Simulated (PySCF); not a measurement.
Geometry:
```csv
atom,x (Å),y (Å),z (Å)
Si1,3.582,0.985,-0.313
Si2,2.432,-1.039,-0.053
O3,0.821,-0.729,-0.285
Si4,-0.768,-1.202,-0.366
C5,-1.861,0.279,-0.570
C6,-3.281,0.220,-0.051
C7,-2.280,1.083,0.637
H8,3.111,1.984,0.696
H9,3.350,1.541,-1.683
H10,5.053,0.776,-0.125
H11,2.920,-2.048,-1.046
H12,2.662,-1.601,1.317
H13,-1.154,-1.889,0.908
H14,-0.925,-2.150,-1.512
H15,-1.721,0.852,-1.493
H16,-3.615,-0.691,0.457
H17,-4.059,0.699,-0.652
H18,-1.918,0.772,1.623
H19,-2.359,2.167,0.519
```

Theory: geometry: PBE0-D3(BJ)/def2-SVP, σ from GIAO-KT2/pcSseg-1, in PySCF 2.14 (non-relativistic Hamiltonian, one averaged value for each set of equivalent atoms, one conformer, isolated molecule).

Scale: TMS for 13C and 1H and 29Si; 17O against H2O (reference shieldings calculated alike).

```
    atoms  nucleus  count  δ (ppm)
  H16/H18       1H      2        ?
  H13/H14       1H      2     4.85
      Si4     29Si      1     -4.9
  H11/H12       1H      2     5.77
H8/H9/H10       1H      3     3.52
  H17/H19       1H      2     0.66
       O3      17O      1     17.0
    C6/C7      13C      2      2.4
      H15       1H      1        ?
      Si2     29Si      1    -22.2
      Si1     29Si      1        ?
       C5      13C      1        ?
```

**Question.** Complete the table.

**Answer.** 
- C5: -1.1 ppm, three-membered-ring carbon; carbons of three-membered rings are unusually shielded
- H16/H18: 0.30 ppm, hydrogen on a three-membered-ring carbon; cyclopropane-type protons are shielded by the ring
- H15: -0.05 ppm, hydrogen on a three-membered-ring carbon; cyclopropane-type protons are shielded by the ring
- Si1: -109.7 ppm, silicon bonded to Si, 3 H

Shifts are as computed. Against solution values, carbons near 30 ppm lie about +2 ppm off and those near 130 ppm about -5 ppm. Of 1211 compounds with measured shifts, 218 miss one by over three times the rms of a fit or turn the order of signals round; such compounds aren't used in these exercises. Experimental scales use liquid or dissolved standards, which lie at an offset from isolated H2O (liquid H2O: subtract about 36 ppm).
